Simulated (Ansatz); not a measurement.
Cost and result for the atomization energy of C3H7FSn (`C=[CH][SnH]([CH3])[F]`) (12 atoms, 11 bonds).

```tsv
atom	x (Å)	y (Å)	z (Å)
C1	1.2376	0.0175	1.6841
C2	0.6612	1.0394	1.0619
Sn3	-0.4647	0.7696	-0.7103
C4	-0.6969	-1.2810	-1.2202
F5	-2.2507	1.3787	-0.2792
H6	1.8186	0.1514	2.5937
H7	1.1586	-1.0051	1.3240
H8	0.7725	2.0405	1.4709
H9	-0.0050	1.7960	-1.9963
H10	-1.0580	-1.8330	-0.3526
H11	-1.4251	-1.3682	-2.0261
H12	0.2518	-1.7058	-1.5500
```

Total charge 0; spin multiplicity 1. Correlated methods include outer-core shells of Sn, which these sets cover unevenly. Sn: def2 effective core potential. The geometry is a stationary point of PBE0-D4/def2-TZVP. It is one conformer, not always the lowest. Program: Ansatz. All runs use 4 threads of a server CPU on a shared host. Times are those of one run each, without the atoms' runs, and a repeat can differ threefold. Electronic energies, without spin–orbit coupling; frozen cores. CCSD(T)/CBS adds CCSD(T) − MP2 in def2-TZVPP to the MP2 limit, and its time is that of the two runs behind it. T1 = 0.013. With those shells the extrapolation isn't a true limit. B3LYP takes the VWN-RPA correlation (the form of Gaussian; ORCA's B3LYP/G). HSE06 is the plane-wave form, built on full-range PBE exchange.

CCSD(T)/CBS is a level of theory with its own doubt, some kJ/mol a heavy atom from the limit and from the frozen cores, so smaller differences don't rank the functionals.

```
                            level  functions  wall time
           LDA (SPW92)/def2-TZVPP        272      0.9 s
               BLYP-D4/def2-TZVPP        272      1.3 s
  PBE-D4/def2-TZVPP (with forces)        272      1.7 s
               PBE0-D4/def2-TZVPP        272      2.1 s
              HSE06-D4/def2-TZVPP        272      2.3 s
            r2SCANh-D4/def2-TZVPP        272        3 s
B3LYP-D4/def2-TZVPP (with forces)        272      3.4 s
                B97M-V/def2-TZVPP        272      5.5 s
                 CCSD(T)/def2-SVP        117      6.5 s
 ωB97M-V/def2-TZVPP (with forces)        272        7 s
                   MP2/def2-QZVPP        520       16 s
               CCSD(T)/def2-TZVPP        272    2.6 min
                CCSD(T)/CBS(def2)          –    2.9 min
```

Q: What atomization energy does each give, and how far from CCSD(T)/CBS? (Estimate.)

A: Computed: 
```
                            level  atomization (kJ/mol)  difference from CCSD(T)/CBS  per bond
           LDA (SPW92)/def2-TZVPP                4991.3                        576.6      52.4
               BLYP-D4/def2-TZVPP                4374.7                        -40.0      -3.6
  PBE-D4/def2-TZVPP (with forces)                4462.5                         47.8       4.3
               PBE0-D4/def2-TZVPP                4388.2                        -26.5      -2.4
              HSE06-D4/def2-TZVPP                4389.8                        -24.9      -2.3
            r2SCANh-D4/def2-TZVPP                4365.7                        -49.0      -4.5
B3LYP-D4/def2-TZVPP (with forces)                4381.8                        -32.9      -3.0
                B97M-V/def2-TZVPP                4414.2                         -0.5      -0.1
                 CCSD(T)/def2-SVP                4161.5                       -253.2     -23.0
 ωB97M-V/def2-TZVPP (with forces)                4392.5                        -22.2      -2.0
                   MP2/def2-QZVPP                4411.4                         -3.3      -0.3
               CCSD(T)/def2-TZVPP                4301.8                       -112.9     -10.3
                CCSD(T)/CBS(def2)                4414.7                          0.0       0.0
```

From PBE to PBE0 (25 % exact exchange), in def2-TZVPP and without D4, the atomization energy moves by −70.8 kJ/mol: exact exchange takes away binding that semilocal exchange gives to molecules. The D4 term adds +38.0 kJ/mol with B3LYP and +20.2 kJ/mol with PBE0; it sums over pairs of atoms, weighted by their polarisabilities, and B3LYP, whose exchange is more repulsive, gets the larger term. At CCSD(T), def2-SVP lies −253.3 kJ/mol from the extrapolated value and def2-TZVPP −113.0 kJ/mol: correlation converges slowly with the basis, and small sets miss more of it in the bonded molecule than in its fragments.

Spin–orbit coupling would lower the free Sn atoms strongly, and the atomization energy with them, by more than many differences here. For some Ge, Se and Sn compounds the MP2-based and the directly extrapolated limit differ by 10 to 25 kJ/mol.
